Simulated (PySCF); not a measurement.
A structure optimised at B3LYP-D3(BJ)/def2-SVP, used in a PySCF frequency run:

```xyz
3

Zn     0.0000     0.0000     0.0000
Br     0.0000     0.0000     2.2428
Br     0.0000     0.0000    -2.2428
```

**Question.** Write its SMILES, formula and point group.

**Answer.** [Br][Zn][Br], Br2Zn, D∞h

**Question.** What are its rotational constants (standard atomic weights)?

**Answer.** 0.62870 GHz (linear rotor, B only)
